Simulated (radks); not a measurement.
Question: These are the eigenvalues of the occupied orbitals of an atom or ion with whole-number occupations (eV). Method: scalar-relativistic Kohn-Sham, LDA (Slater exchange, VWN5 correlation), spin-polarised, spherical densities, finite nucleus; Fermi nuclear charge, rms radius of each element as measured or else 0.836 A^(1/3) + 0.57 fm; computed with a radial shooting solver on a logarithmic mesh with Libxc functionals.

| orbital | eigenvalue |
|---|---|
| 1s up | -24469.39 |
| 1s down | -24465.47 |
| 2s up | -4752.675 |
| 2s down | -4749.178 |
| 2p up | -4420.779 |
| 2p down | -4416.527 |
| 3s up | -1769.246 |
| 3s down | -1758.949 |
| 3p up | -1663.137 |
| 3p down | -1652.716 |

Which element is it, and in what charge state? The configuration may be excited. Open shells, if any, are filled with parallel spins first.

Answer: Z = 45, rhodium, charge +29: Rh29+ in [Ne] 3s2 3p4. The list shows which subshells hold electrons but not how many an open one holds; the 1s level, -899.23 hartree, gives Z - s = 42.4 by -(Z - s)^2/2, which with screening and relativity narrows Z to a few neighbours, and the depths of the outer levels then fix element, charge and occupations together.
